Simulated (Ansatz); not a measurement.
Geometry optimisation, Ansatz, RKS PBE-D4/def2-SVP.

Input file:

```yaml
crystal:
  periodic: [false, false, false]
  atoms:
    - { symbol: B, position_ang: [0.2637, -2.0195, -1.0433] }
    - { symbol: Ge, position_ang: [0.2951, -0.3403, 0.1193] }
    - { symbol: "N", position_ang: [1.4716, -0.2879, 1.527] }
    - { symbol: "N", position_ang: [-1.2538, 0.1123, 0.6841] }
    - { symbol: C, position_ang: [-0.6322, 1.1471, -0.232] }
    - { symbol: C, position_ang: [-0.6837, 2.3476, -0.8172] }
    - { symbol: H, position_ang: [-0.758, -2.5965, -1.1219] }
    - { symbol: H, position_ang: [1.2213, -2.3243, -1.6309] }
    - { symbol: H, position_ang: [1.2606, -1.0678, 2.2128] }
    - { symbol: H, position_ang: [2.4476, -0.5026, 1.1656] }
    - { symbol: H, position_ang: [-2.1742, -0.1633, 1.2734] }
    - { symbol: H, position_ang: [0.1735, 2.6798, -1.3923] }
    - { symbol: H, position_ang: [-1.6109, 2.9806, -0.7298] }
basis:
  gaussian: { orbitals: def2-SVP }
hamiltonian:
  xc: pbe
  dispersion: d4
relax:
  f_tol: 0.015
  max_steps: 40
```

Command:

```bash
$ ansatz run input.yaml --threads 2 --pin off --max-ram 3072MiB --backend cpu --events-out ev --progress --plain --runs-dir out
```

Task: Where does it end, and by what steps?

Result: The forces met the threshold. After 26 steps the energy has fallen by 1.822 eV; H9 moved furthest, 1.13 Å.

```tsv
step	energy less start (eV)	largest force component (eV/Å)	accepted
0	0.0000	4.960	yes
1	-1.0285	2.201	yes
2	-1.3963	0.859	yes
3	-1.4844	0.348	yes
4	-1.5211	0.306	yes
5	-1.5826	0.352	yes
6	-1.6375	1.206	yes
7	-1.7277	0.280	yes
8	-1.7547	0.237	yes
9	-1.7036	0.920	no
10	-1.7708	0.182	yes
11	-1.7818	0.121	yes
12	-1.7921	0.191	yes
13	-1.7789	0.946	no
14	-1.8001	0.140	yes
15	-1.8051	0.252	yes
16	-1.8086	0.304	yes
17	-1.8007	0.522	no
18	-1.8151	0.143	yes
19	-1.8192	0.215	yes
20	-1.8206	0.161	yes
21	-1.8189	0.314	no
22	-1.8219	0.053	yes
23	-1.8220	0.043	yes
24	-1.8222	0.028	yes
25	-1.8223	0.015	yes
26	-1.8223	0.011	yes
```

```xyz
13
Properties=species:S:1:pos:R:3
B 0.087 -2.092 -0.987
Ge 0.452 -0.539 0.216
N 1.583 -0.504 1.668
N -1.268 0.270 0.769
C -0.607 1.078 -0.114
C -0.728 2.256 -0.755
H -0.905 -1.997 -1.681
H 0.825 -3.052 -1.073
H 2.239 -1.291 1.693
H 2.107 0.372 1.766
H -2.217 -0.053 0.526
H 0.052 2.608 -1.443
H -1.599 2.909 -0.569
```

Time of the run: 96 s on 2 threads of Arm Neoverse V1, with other jobs on the host, peak memory 0.19 GiB.
